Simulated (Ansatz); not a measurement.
Ansatz (a program for electronic structure) job for CH₇ClFNSi₂, SMILES F[Si@H]([SiH2]NC)Cl, PBE-D3(BJ)/def2-SVP. 

Ansatz 0.2 input:
```yaml
crystal:
  periodic: [false, false, false]
  atoms:
    - {symbol: C, position_ang: [-3.23981694, -1.09131682, -0.57722407]}
    - {symbol: N, position_ang: [-1.78601819, -1.06723537, -0.56566140]}
    - {symbol: Si, position_ang: [-0.81189682, 0.26703453, -1.09203697]}
    - {symbol: Si, position_ang: [1.26788874, 0.00799053, -0.04164788]}
    - {symbol: F, position_ang: [2.30342645, 1.15376709, -0.56214447]}
    - {symbol: Cl, position_ang: [1.01455405, 0.25934429, 2.00336815]}
    - {symbol: H, position_ang: [-3.63242896, -1.71719040, 0.24222928]}
    - {symbol: H, position_ang: [-3.67469961, -1.46490954, -1.52531492]}
    - {symbol: H, position_ang: [-3.62867946, -0.07286640, -0.41859290]}
    - {symbol: H, position_ang: [-1.36765120, -1.99284298, -0.56742259]}
    - {symbol: H, position_ang: [-1.45224144, 1.52647335, -0.61665554]}
    - {symbol: H, position_ang: [-0.59895939, 0.40428455, -2.57260036]}
    - {symbol: H, position_ang: [1.93354505, -1.30750764, -0.24503940]}
basis:
  gaussian:
    orbitals: def2-SVP
hamiltonian:
  xc: pbe
  dispersion: d3bj
relax: {f_tol: 0.002, max_steps: 200}
```

It prints:

```
WARN ansatz: RAYON_NUM_THREADS=1 ignored (pool sized by the plan → 1); use --threads N
Functional definition: PBE
integrals: 0.08 GiB planned
1471 factors; their error is unknown
mean field: 0.41 GiB planned
mean field evaluation 1: about -33597.1167 eV, gradient 6.7e1 eV
mean field evaluation 2: about -33539.8379 eV, gradient 1.5e2 eV
mean field evaluation 4: about -33606.4005 eV, gradient 1.4e1 eV
mean field evaluation 8: about -33606.7381 eV, gradient 3.0e-1 eV
mean field evaluation 16: about -33606.6300 eV, gradient 2.7e-3 eV
mean field -33606.62999791 eV, -1235.0208730312 hartree, gradient 4.5e-5 eV, S^2 0.000000; 0 other end points of the search recorded, 0 dependent functions left out
the calculation of the forces begins
reference -33606.63003895 eV, -1235.0208745394 hartree; 37, 37 occupied and 94, 94 virtual orbitals, 1471 factors
relax step   1: F+E_penalty+E_count = -33606.95488742 eV  Δ(F+E_penalty+E_count) = +0.000e0 eV  max|allowed force component| = 2.727e-1 eV/Å  Δτ_max = 0.0000 Å  (30 SCF iters, accepted)
these checks for a lower state are left out or cut short: starts, cluster_reference, orbital_swaps, neighbouring_geometries, increment
integrals: 0.08 GiB planned
1471 factors; their error is unknown
mean field: 0.40 GiB planned
mean field -33606.64336999 eV, -1235.0213644463 hartree, gradient 1.7e-5 eV, S^2 0.000000; 0 other end points of the search recorded, 0 dependent functions left out
the calculation of the forces begins
reference -33606.64341110 eV, -1235.0213659569 hartree; 37, 37 occupied and 94, 94 virtual orbitals, 1471 factors
[...]
these checks for a lower state are left out or cut short: starts, cluster_reference, orbital_swaps, neighbouring_geometries, increment
integrals: 0.08 GiB planned
1471 factors; their error is unknown
mean field: 0.40 GiB planned
mean field -33606.64551415 eV, -1235.0214432427 hartree, gradient 2.0e-5 eV, S^2 0.000000; 0 other end points of the search recorded, 0 dependent functions left out
the calculation of the forces begins
reference -33606.64555523 eV, -1235.0214447522 hartree; 37, 37 occupied and 94, 94 virtual orbitals, 1471 factors
relax step   5: F+E_penalty+E_count = -33606.96919868 eV  Δ(F+E_penalty+E_count) = -7.914e-5 eV  max|allowed force component| = 8.794e-3 eV/Å  Δτ_max = 0.0038 Å  (23 SCF iters, accepted)
these checks for a lower state are left out or cut short: starts, cluster_reference, orbital_swaps, neighbouring_geometries, increment
integrals: 0.08 GiB planned
1471 factors; their error is unknown
mean field: 0.40 GiB planned
mean field -33606.64549886 eV, -1235.0214426807 hartree, gradient 2.3e-5 eV, S^2 0.000000; 0 other end points of the search recorded, 0 dependent functions left out
the calculation of the forces begins
reference -33606.64553993 eV, -1235.0214441900 hartree; 37, 37 occupied and 94, 94 virtual orbitals, 1471 factors
relax step   6: F+E_penalty+E_count = -33606.96923060 eV  Δ(F+E_penalty+E_count) = -3.192e-5 eV  max|allowed force component| = 4.907e-3 eV/Å  Δτ_max = 0.0028 Å  (23 SCF iters, accepted)
these checks for a lower state are left out or cut short: starts, cluster_reference, orbital_swaps, neighbouring_geometries, increment
integrals: 0.08 GiB planned
1471 factors; their error is unknown
mean field: 0.40 GiB planned
mean field -33606.64551888 eV, -1235.0214434162 hartree, gradient 1.8e-5 eV, S^2 0.000000; 0 other end points of the search recorded, 0 dependent functions left out
the calculation of the forces begins
reference -33606.64555994 eV, -1235.0214449252 hartree; 37, 37 occupied and 94, 94 virtual orbitals, 1471 factors
relax step   7: F+E_penalty+E_count = -33606.96926147 eV  Δ(F+E_penalty+E_count) = -3.088e-5 eV  max|allowed force component| = 7.007e-3 eV/Å  Δτ_max = 0.0059 Å  (32 SCF iters, accepted)
these checks for a lower state are left out or cut short: starts, cluster_reference, orbital_swaps, neighbouring_geometries, increment
integrals: 0.08 GiB planned
1471 factors; their error is unknown
mean field: 0.40 GiB planned
mean field evaluation 64: about -33606.6456 eV, gradient 8.5e-5 eV
mean field -33606.64559377 eV, -1235.0214461685 hartree, gradient 1.8e-5 eV, S^2 0.000000; 0 other end points of the search recorded, 0 dependent functions left out
the calculation of the forces begins
reference -33606.64563483 eV, -1235.0214476773 hartree; 37, 37 occupied and 94, 94 virtual orbitals, 1471 factors
relax step   8: F+E_penalty+E_count = -33606.96928521 eV  Δ(F+E_penalty+E_count) = -2.374e-5 eV  max|allowed force component| = 8.147e-3 eV/Å  Δτ_max = 0.0069 Å  (32 SCF iters, accepted)
these checks for a lower state are left out or cut short: starts, cluster_reference, orbital_swaps, neighbouring_geometries, increment
integrals: 0.08 GiB planned
1471 factors; their error is unknown
mean field: 0.40 GiB planned
mean field -33606.64565147 eV, -1235.0214482888 hartree, gradient 1.8e-5 eV, S^2 0.000000; 0 other end points of the search recorded, 0 dependent functions left out
the calculation of the forces begins
reference -33606.64569251 eV, -1235.0214497972 hartree; 37, 37 occupied and 94, 94 virtual orbitals, 1471 factors
relax step   9: F+E_penalty+E_count = -33606.96930620 eV  Δ(F+E_penalty+E_count) = -2.099e-5 eV  max|allowed force component| = 9.379e-3 eV/Å  Δτ_max = 0.0093 Å  (32 SCF iters, accepted)
these checks for a lower state are left out or cut short: starts, cluster_reference, orbital_swaps, neighbouring_geometries, increment
integrals: 0.08 GiB planned
1471 factors; their error is unknown
mean field: 0.40 GiB planned
mean field -33606.64571847 eV, -1235.0214507510 hartree, gradient 1.8e-5 eV, S^2 0.000000; 0 other end points of the search recorded, 0 dependent functions left out
the calculation of the forces begins
reference -33606.64575950 eV, -1235.0214522589 hartree; 37, 37 occupied and 94, 94 virtual orbitals, 1471 factors
relax step  10: F+E_penalty+E_count = -33606.96932677 eV  Δ(F+E_penalty+E_count) = -2.056e-5 eV  max|allowed force component| = 6.051e-3 eV/Å  Δτ_max = 0.0087 Å  (32 SCF iters, accepted)
these checks for a lower state are left out or cut short: starts, cluster_reference, orbital_swaps, neighbouring_geometries, increment
integrals: 0.08 GiB planned
1471 factors; their error is unknown
mean field: 0.41 GiB planned
mean field -33606.64573421 eV, -1235.0214513297 hartree, gradient 1.8e-5 eV, S^2 0.000000; 0 other end points of the search recorded, 0 dependent functions left out
the calculation of the forces begins
reference -33606.64577523 eV, -1235.0214528369 hartree; 37, 37 occupied and 94, 94 virtual orbitals, 1471 factors
relax step  11: F+E_penalty+E_count = -33606.96934848 eV  Δ(F+E_penalty+E_count) = -2.171e-5 eV  max|allowed force component| = 5.859e-3 eV/Å  Δτ_max = 0.0093 Å  (31 SCF iters, accepted)
these checks for a lower state are left out or cut short: starts, cluster_reference, orbital_swaps, neighbouring_geometries, increment
integrals: 0.08 GiB planned
1471 factors; their error is unknown
mean field: 0.41 GiB planned
mean field -33606.64571645 eV, -1235.0214506768 hartree, gradient 1.8e-5 eV, S^2 0.000000; 0 other end points of the search recorded, 0 dependent functions left out
the calculation of the forces begins
reference -33606.64575743 eV, -1235.0214521830 hartree; 37, 37 occupied and 94, 94 virtual orbitals, 1471 factors
relax step  12: F+E_penalty+E_count = -33606.96936445 eV  Δ(F+E_penalty+E_count) = -1.597e-5 eV  max|allowed force component| = 6.376e-3 eV/Å  Δτ_max = 0.0101 Å  (31 SCF iters, accepted)
these checks for a lower state are left out or cut short: starts, cluster_reference, orbital_swaps, neighbouring_geometries, increment
integrals: 0.08 GiB planned
1471 factors; their error is unknown
mean field: 0.41 GiB planned
mean field evaluation 96: about -33606.7541 eV, gradient 4.2e-1 eV
mean field -33606.64564552 eV, -1235.0214480702 hartree, gradient 1.8e-5 eV, S^2 0.000000; 0 other end points of the search recorded, 0 dependent functions left out
the calculation of the forces begins
reference -33606.64568647 eV, -1235.0214495753 hartree; 37, 37 occupied and 94, 94 virtual orbitals, 1471 factors
relax step  13: F+E_penalty+E_count = -33606.96936578 eV  Δ(F+E_penalty+E_count) = -1.326e-6 eV  max|allowed force component| = 6.538e-3 eV/Å  Δτ_max = 0.0087 Å  (31 SCF iters, accepted)
these checks for a lower state are left out or cut short: starts, cluster_reference, orbital_swaps, neighbouring_geometries, increment
integrals: 0.08 GiB planned
1471 factors; their error is unknown
mean field: 0.40 GiB planned
mean field -33606.64565940 eV, -1235.0214485805 hartree, gradient 8.4e-6 eV, S^2 0.000000; 0 other end points of the search recorded, 0 dependent functions left out
the calculation of the forces begins
reference -33606.64570036 eV, -1235.0214500856 hartree; 37, 37 occupied and 94, 94 virtual orbitals, 1471 factors
relax step  14: F+E_penalty+E_count = -33606.96937517 eV  Δ(F+E_penalty+E_count) = -9.397e-6 eV  max|allowed force component| = 4.335e-3 eV/Å  Δτ_max = 0.0028 Å  (23 SCF iters, accepted)
these checks for a lower state are left out or cut short: starts, cluster_reference, orbital_swaps, neighbouring_geometries, increment
integrals: 0.08 GiB planned
1471 factors; their error is unknown
mean field: 0.41 GiB planned
mean field -33606.64571418 eV, -1235.0214505935 hartree, gradient 1.5e-5 eV, S^2 0.000000; 0 other end points of the search recorded, 0 dependent functions left out
the calculation of the forces begins
reference -33606.64575514 eV, -1235.0214520987 hartree; 37, 37 occupied and 94, 94 virtual orbitals, 1471 factors
relax step  15: F+E_penalty+E_count = -33606.96938061 eV  Δ(F+E_penalty+E_count) = -5.434e-6 eV  max|allowed force component| = 1.458e-3 eV/Å  Δτ_max = 0.0042 Å  (23 SCF iters, accepted)
these checks for a lower state are left out or cut short: starts, cluster_reference, orbital_swaps, neighbouring_geometries, increment
integrals: 0.08 GiB planned
1471 factors; their error is unknown
mean field: 0.41 GiB planned
mean field -33606.64569543 eV, -1235.0214499043 hartree, gradient 5.5e-6 eV, S^2 0.000000; 0 other end points of the search recorded, 0 dependent functions left out
the calculation of the forces begins
reference -33606.64573638 eV, -1235.0214514092 hartree; 37, 37 occupied and 94, 94 virtual orbitals, 1471 factors
relax step  16: F+E_penalty+E_count = -33606.96938155 eV  Δ(F+E_penalty+E_count) = -9.411e-7 eV  max|allowed force component| = 7.367e-4 eV/Å  Δτ_max = 0.0020 Å  (23 SCF iters, accepted)
integrals: 0.08 GiB planned
1471 factors; their error is unknown
mean field: 0.41 GiB planned
mean field evaluation 128: about -33606.7480 eV, gradient 1.7e0 eV
mean field -33606.64569543 eV, -1235.0214499043 hartree, gradient 5.4e-6 eV, S^2 0.000000; 1 other end points of the search recorded, 0 dependent functions left out
the calculation of the forces begins
reference -33606.64573638 eV, -1235.0214514092 hartree; 37, 37 occupied and 94, 94 virtual orbitals, 1471 factors
Total energy: -33606.96942250 eV, -1235.0333466548 hartree
Atom 0 at    -3.237394    -1.099340    -0.577216 Å, force    -0.000737    -0.000219    -0.000034 eV/Å
Atom 1 at    -1.782886    -1.072970    -0.555804 Å, force    -0.000119     0.000126    -0.000140 eV/Å
Atom 2 at    -0.813899     0.275034    -1.091456 Å, force     0.000006     0.000372     0.000289 eV/Å
Atom 3 at     1.269437     0.009440    -0.036330 Å, force    -0.000441    -0.000536     0.000469 eV/Å
Atom 4 at     2.337685     1.122706    -0.596236 Å, force     0.000350     0.000306    -0.000235 eV/Å
Atom 5 at     1.021799     0.323539     2.004688 Å, force    -0.000180     0.000046    -0.000235 eV/Å
Atom 6 at    -3.636995    -1.757165     0.224404 Å, force     0.000309     0.000206    -0.000116 eV/Å
Atom 7 at    -3.676920    -1.441268    -1.544977 Å, force     0.000251    -0.000050     0.000112 eV/Å
Atom 8 at    -3.631120    -0.080454    -0.382586 Å, force     0.000001     0.000249     0.000186 eV/Å
Atom 9 at    -1.358360    -2.002982    -0.598681 Å, force     0.000343    -0.000423     0.000015 eV/Å
Atom 10 at    -1.469180     1.535749    -0.596946 Å, force     0.000209    -0.000289    -0.000226 eV/Å
Atom 11 at    -0.605650     0.433123    -2.586090 Å, force    -0.000033     0.000107     0.000023 eV/Å
Atom 12 at     1.910506    -1.340389    -0.201513 Å, force     0.000041     0.000106    -0.000107 eV/Å
Dipole moment:    -0.413749    -0.412614    -0.192494 e Å
```

Self-consistency was reached.

Cost: about 80 core-seconds (a rough figure).
